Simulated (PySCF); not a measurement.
W(S)2(F)(OH) (FHOS2W), SMILES [OH][W]([F])(=[S])=[S], multiplicity 1.

Geometry optimised at B3LYP-D3(BJ)/def2-SVP. The geometry has at least one imaginary mode, so it is a saddle point at that level. The spin state was assumed, not searched. The def2 effective core potentials stand for the cores of W; spin–orbit coupling is left out. Other conformers were not sampled.

Two levels are set side by side: PBE/def2-TZVP (PySCF) and HF/def2-TZVP (PySCF). Same geometry, gas phase. Differences are taken from unrounded values.

```tsv
quantity	PBE
orbital gap (eV)	2.65
highest occupied level (eV)	-6.30
lowest empty level (eV)	-3.64
dipole moment (D)	2.84
mean polarisability (bohr³)	83.5
```

Problem. These are the PBE values. What does HF give? (The exact figures need the calculation; the answer reports its results.)

Solution. 
| quantity | HF | PBE minus HF |
|---|---|---|
| orbital gap (eV) | 10.04 | -7.39 |
| highest occupied level (eV) | -9.78 | 3.49 |
| lowest empty level (eV) | 0.26 | -3.90 |
| dipole moment (D) | 2.98 | -0.14 |
| mean polarisability (bohr³) | 78.6 | 4.9 |

Without exact exchange PBE keeps part of each electron's self-repulsion, which lifts occupied levels and narrows the gap. PBE's more diffuse valence density responds more strongly to a field. Differences between two approximate levels are no errors against the true value.

Rough cost on one machine, each run with all the roots and properties that it gave: HF against PBE about 1/2.
